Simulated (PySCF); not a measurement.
## Working out the excitation energy of Sr⁺

Sr⁺ [Kr] 5s1 (2S) → Sr⁺ [Kr] 4d1 (2D). Computed with PySCF 2.14 in ANO-RCC-VTZP, with the spin-free X2C one-electron Hamiltonian (Gaussian nucleus). Frozen: [Ar] 3d10. Energies in hartree (1 hartree = 27.21139 eV):

| part | Sr⁺ (lower) | Sr⁺ (upper) |
| --- | --- | --- |
| UHF | -3177.060268 | -3176.986124 |
| CCSD correlation | -0.202756 | -0.198888 |
| (T) | -0.004784 | -0.003896 |

Problem. What does Hartree-Fock give?

Solution. (-3176.986124) − (-3177.060268) = 0.074144 hartree = 2.018 eV.

Problem. What do CCSD and CCSD(T) give?

Solution. The CCSD correlation energies differ by 0.003868 hartree = 0.105 eV and the triples by 0.000888 hartree = 0.024 eV, so CCSD gives 2.123 eV and CCSD(T) 2.147 eV.

Measured between the centres of the two terms (NIST): 1.826 eV, so CCSD(T) (valence and next inner shell) is off by 0.321 eV.

What remains against the reference includes basis incompleteness, the frozen core and higher excitations.
